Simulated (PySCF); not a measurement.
Match the calculated data to a structure.

All candidates are C5H9ClO2.

- Rotational structure: rotational constants A, B, C: 4.250, 0.925, 0.798 GHz [PBE0-D3(BJ)/def2-SVP]
- Polarisability: 79.8 au [CAM-B3LYP/def2-SVPD]
- UV, first state: lowest singlet excitation: 7.49 eV (166 nm, f = 0.004) [TDDFT CAM-B3LYP/def2-SVPD]
- Dipole: 0.98 D [CAM-B3LYP/def2-SVPD]
- UV, strongest line: among the 6 lowest singlet transitions: S6 at 8.37 eV (148 nm, f = 0.035) [TDDFT CAM-B3LYP/def2-SVPD]

Electronic properties: PySCF, gas phase, density fitting. Levels stand in brackets. One conformer (not necessarily the lowest) at the PBE0-D3(BJ)/def2-SVP geometry, without solvent, vibrations or thermal averaging.

**Question.** Which candidate is it?
A. `ClC[C@@H]1CCOCO1`
B. `CC(C)(Cl)CC(=O)O`
C. `C=C(Cl)COCCO`
D. `CC(=O)O[C@H](C)CCl`

**Answer.** A. It is `ClC[C@@H]1CCOCO1`. Numbering: `[Cl:1][CH2:2][C@@H:3]1[CH2:4][CH2:5][O:6][CH2:7][O:8]1`. Its formula, C5H9ClO2, gives 1 degree of unsaturation: 1 ring and 0 π bonds in the structure found. The optimised geometry has point group C1 and is an asymmetric top.

The others, at the same levels:
- `CC(C)(Cl)CC(=O)O` fails: its computed lowest singlet excitation is 5.91 eV (210 nm, f = 0.000) (against 7.49 eV), static isotropic polarisability is 81.5 au (against 79.8 au) and rotational constant A is 3.029 GHz (against 4.250 GHz).
- `CC(=O)O[C@H](C)CCl` fails: its computed lowest singlet excitation is 5.94 eV (209 nm, f = 0.001) (against 7.49 eV), strongest line among the 6 lowest singlet transitions is S5 at 8.13 eV (153 nm, f = 0.131) (against S6 at 8.37 eV) and rotational constant A is 2.404 GHz (against 4.250 GHz).
- `C=C(Cl)COCCO` fails: its computed lowest singlet excitation is 6.69 eV (185 nm, f = 0.000) (against 7.49 eV), strongest line among the 6 lowest singlet transitions is S2 at 6.83 eV (181 nm, f = 0.279) (against S6 at 8.37 eV) and static isotropic polarisability is 85.6 au (against 79.8 au).

Each candidate is one conformer, not necessarily the lowest. Dipoles, sizes and rotational constants follow the conformer. The torsions of the flexible species, by atom-mapped SMILES:
- `[CH3:1][C:2]([CH3:3])([Cl:4])[CH2:5][C:6](=[O:7])[OH:8]`: C1–C2–C5–C6 66°, C2–C5–C6–O7 -7°, H–O8–C6–C5 179°
- `[CH3:1][C:2](=[O:3])[O:4][C@H:5]([CH3:6])[CH2:7][Cl:8]`: C1–C2–O4–C5 -178°, C2–O4–C5–C6 -162°, O4–C5–C7–Cl8 58°

The conformers of `ClC[C@@H]1CCOCO1` and `C=C(Cl)COCCO` aren't listed.
